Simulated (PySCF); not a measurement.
disulfane (H2S2), singlet, at a GFN2-xTB geometry; R2SCAN/3-21G in PySCF.

Here is a job for PySCF.
```python
from pyscf import gto, scf, dft

mol = gto.M(
    atom='''
S    -0.898809    0.026048    0.489599
S     0.897080    0.078396   -0.487181
H    -1.521883   -0.854351   -0.305643
H     1.549552   -0.816755    0.266954
''',
    basis='3-21g',
    charge=0,
    spin=0,
    verbose=4,
)

mf = dft.RKS(mol)
mf.xc = 'r2scan'
mf.kernel()
```

Output, abridged:

```
PySCF version 2.14.0

[INPUT] verbose = 4
[INPUT] num. atoms = 4
[INPUT] num. electrons = 34
[INPUT] charge = 0
[INPUT] spin (= nelec alpha-beta = 2S) = 0
[INPUT] symmetry False subgroup None
[INPUT] Mole.unit = angstrom
[INPUT] Symbol           X                Y                Z      unit          X                Y                Z       unit  Magmom
[INPUT]  1 S     -0.898809000000   0.026048000000   0.489599000000 AA   -1.698502848294   0.049223586093   0.925208020861 Bohr   0.0
[INPUT]  2 S      0.897080000000   0.078396000000  -0.487181000000 AA    1.695235511825   0.148146969261  -0.920638663092 Bohr   0.0
[INPUT]  3 H     -1.521883000000  -0.854351000000  -0.305643000000 AA   -2.875942063631  -1.614489404248  -0.577581561890 Bohr   0.0
[INPUT]  4 H      1.549552000000  -0.816755000000   0.266954000000 AA    2.928228895772  -1.543443260869   0.504469947857 Bohr   0.0

nuclear repulsion = 85.5655629663362
number of shells = 18
number of NR pGTOs = 60
number of NR cGTOs = 30
basis = 3-21g
ecp = {}

******** <class 'pyscf.dft.rks.RKS'> ********
method = RKS
initial guess = minao
damping factor = 0
level_shift factor = 0
DIIS = <class 'pyscf.scf.diis.CDIIS'>
diis_start_cycle = 1
diis_space = 8
diis_damp = 0
SCF conv_tol = 1e-09
SCF conv_tol_grad = None
SCF max_cycles = 50
direct_scf = True
direct_scf_tol = 1e-13
XC library pyscf.dft.libxc version 7.1.2
    S. Lehtola, C. Steigemann, M. J. T. Oliveira, and M. A. L. Marques,  SoftwareX 7, 1–5 (2018)
XC functionals = r2scan
    J. W. Furness, A. D. Kaplan, J. Ning, J. P. Perdew, and J. Sun,  J. Phys. Chem. Lett. 11, 8208–8215 (2020)
    J. W. Furness, A. D. Kaplan, J. Ning, J. P. Perdew, and J. Sun,  J. Phys. Chem. Lett. 11, 9248–9248 (2020)
    J. W. Furness, A. D. Kaplan, J. Ning, J. P. Perdew, and J. Sun,  J. Phys. Chem. Lett. 11, 8208–8215 (2020)
    J. W. Furness, A. D. Kaplan, J. Ning, J. P. Perdew, and J. Sun,  J. Phys. Chem. Lett. 11, 9248–9248 (2020)
radial grids:
    Treutler-Ahlrichs [JCP 102, 346 (1995); DOI:10.1063/1.469408] (M4) radial grids

becke partition: Becke, JCP 88, 2547 (1988); DOI:10.1063/1.454033
pruning grids: <function nwchem_prune>
grids dens level: 3
symmetrized grids: False
atomic radii adjust function: <function treutler_atomic_radii_adjust>
small_rho_cutoff = 0
Set gradient conv threshold to 3.16228e-05
Initial guess from minao.
tot grids = 57376
init E= -793.161828204244
  HOMO = -0.274034956201888  LUMO = -0.0803169875867383  gap/eV = 5.27133
cycle= 1 E= -793.471711996312  delta_E= -0.31  |g|= 0.143  |ddm|= 2.03
  HOMO = -0.232361421402536  LUMO = -0.0552209831115499  gap/eV = 4.82024
cycle= 2 E= -793.476282670705  delta_E= -0.00457  |g|= 0.125  |ddm|= 0.662
  HOMO = -0.248405147416889  LUMO = -0.0722958939534736  gap/eV = 4.79218
cycle= 3 E= -793.48238551948  delta_E= -0.0061  |g|= 0.0177  |ddm|= 0.278
  HOMO = -0.244939813635253  LUMO = -0.0683955745791168  gap/eV = 4.80401
cycle= 4 E= -793.48249873371  delta_E= -0.000113  |g|= 0.00118  |ddm|= 0.0341
  HOMO = -0.245340758587942  LUMO = -0.0687668257804642  gap/eV = 4.80482
cycle= 5 E= -793.482499283063  delta_E= -5.49e-07  |g|= 0.000109  |ddm|= 0.00276
  HOMO = -0.245335805610965  LUMO = -0.0687601599394115  gap/eV = 4.80487
cycle= 6 E= -793.482499288264  delta_E= -5.2e-09  |g|= 1.24e-05  |ddm|= 0.000249
  HOMO = -0.245335587597573  LUMO = -0.0687601486373747  gap/eV = 4.80486
cycle= 7 E= -793.48249928836  delta_E= -9.6e-11  |g|= 2.3e-06  |ddm|= 4.62e-05
  HOMO = -0.245335705237514  LUMO = -0.0687602209122348  gap/eV = 4.80486
Extra cycle  E= -793.48249928836  delta_E= 3.41e-13  |g|= 2.47e-06  |ddm|= 1.15e-05
converged SCF energy = -793.48249928836
```
